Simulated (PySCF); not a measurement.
Compound: 1-chloroborepin, C₆H₆BCl.
Cartesian coordinates in Å at the PBE0-D3(BJ)/def2-SVP level; atoms count from 1:
```
atom  x, y, z in Å
Cl1    2.7311    5.8635    0.7853
B2     1.9874    4.2402    0.8697
C3     2.9264    3.0418    0.9702
C4     2.5914    1.7153    1.0492
C5     1.3026    1.1071    1.0591
C6     0.0561    1.6759    0.9922
C7    -0.3242    3.0457    0.8918
C8     0.4638    4.1654    0.8360
H9     4.0033    3.2486    0.9823
H10    3.4176    0.9970    1.1160
H11    1.3140    0.0148    1.1319
H12   -0.7809    0.9708    1.0197
H13   -1.4096    3.1997    0.8554
H14   -0.0826    5.1132    0.7597
```

Jobs on this species (14 atoms, 64 electrons) with PySCF (density fitting). Hardware of each: an Arm Neoverse V1 with one thread, no GPU, on a shared host. Times come from a shared host and carry two figures at best.

```json
{"level and settings": "delta-SCF UKS SCAN, pcX-2 on the ionised atom, pcseg-1 elsewhere, spin-free X2C", "work": "ΔSCF core ionisation, 6 holes", "basis functions": "188", "SCF cycles": "?", "wall time": "?"}
{"level and settings": "CAM-B3LYP/def2-SVPD", "work": "10 singlets by full TDDFT, 4 Tamm–Dancoff triplets, polarisability, ΔSCF ions", "basis functions": "215", "SCF cycles": "13", "wall time": "1.8 min"}
{"level and settings": "PBE0/pcSseg-1", "work": "shieldings, charges and field gradients", "basis functions": "173", "SCF cycles": "14", "wall time": "20 s"}
{"level and settings": "PBE/pcSseg-1", "work": "shieldings", "basis functions": "173", "SCF cycles": "15", "wall time": "30 s"}
{"level and settings": "PBE0-D3(BJ)/def2-SVP, grid level 1", "work": "geometry optimisation from a GFN2-xTB start", "basis functions": "146", "SCF cycles": "46", "wall time": "61 s"}
```

Q: Fill in the missing figures.

A: 
- delta-SCF UKS SCAN, pcX-2 on the ionised atom, pcseg-1 elsewhere, spin-free X2C; ΔSCF core ionisation, 6 holes: 86 s, 128 SCF cycles

Q: What do all jobs in the table cost together?

A: About 5.1 min; the longest takes about 35 % of that, and about 5.4 times as long as the shortest.
